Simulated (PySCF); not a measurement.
CH5FGeO, SMILES C[O][GeH2][F].

Geometry optimised at ωB97X-D3(BJ)/def2-SVP. The structure was generated by enumeration, and PubChem lists no compound with its InChIKey, so it may never have been made. Other conformers were not sampled.

Two levels are set side by side: TDA-PBE/def2-SVPD (PySCF) and TDA-LC-ωPBE/def2-SVPD (PySCF). Vertical, same geometry. The lowest singlet is HOMO→LUMO 91 % with PBE and HOMO→LUMO+2 71 %, HOMO→LUMO+4 12 % with the other functional; states are paired by order. Differences are taken from unrounded values.

```tsv
quantity	TDA-LC-ωPBE	TDA-PBE	TDA-PBE minus TDA-LC-ωPBE
lowest singlet excitation (eV)	7.96	6.30	-1.66
lowest triplet excitation (TDA) (eV)	7.37	5.96	-1.41
first bright state (f over 0.05) (eV)	8.84	7.49	-1.34
its oscillator strength	0.05	0.05	0.00
```

A lower first singlet is the usual sign of a functional without exact exchange. Differences between two approximate levels are no errors against the true value.

Rough cost on one machine, each run with all the roots and properties that it gave: TDA-LC-ωPBE against TDA-PBE about 3 times.
